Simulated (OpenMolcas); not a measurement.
Er3+ in cubic eightfold coordination: ligands and hosts compared

```yaml
Program: OpenMolcas 26.06
Method: CASSCF
Active_space: 11 electrons in 7 orbitals (4f)
Spin-orbit_coupling: RASSI with atomic mean-field integrals over the reference wave functions
```

Distances were set from a Shannon-type radius of the metal (high-spin where two are listed) plus a fixed donor radius (F 1.31 Å), in hosts weighted 0.65 to 0.35 with the host's distance in the model lattice. Anionic complexes are neutralised by point charges, and hosts are embedded clusters. Ligand basis ANO-RCC-VDZP. States (labels of O, the rotations of Oh). Energies in cm-1 above the lowest state or level, χT in cm3 K/mol; under a threefold ground state the first gap can be a small split of the lowest multiplet, not the spin-orbit step.

```tsv
Ligand or host	R (Å)	Metal basis	Outer charge (e at Å behind ligand)	Ground state	First state of that spin	First gap with spin-orbit (degeneracies)	Width of lowest J	χT at 300 K
SrF2	2.383	ANO-RCC-VDZP		4T2	4E 69.8	48.1 (2, 4)	339	11.200
F	2.31	ANO-RCC-VDZP	0.62 at 2.8	4T2	4E 81.1	56.1 (2, 4)	382	11.151
CaF2	2.332	ANO-RCC-VDZP		4T2	4E 90.0	62.2 (2, 4)	421	11.106
```

The rows also differ in their outer charges, so part of each step comes from that.

The width of the lowest J multiplet rises in the order SrF2 < F < CaF2, by a factor of 1.24 from first to last.

High states are left out of the spin-orbit mixing, which shifts the levels that they would mix with. Without dynamic correlation the ligand-field splitting of an f shell can come out too small, at times by half. No measured value stands beside these numbers; the geometry was imposed, not optimised, and the real ion may take another.
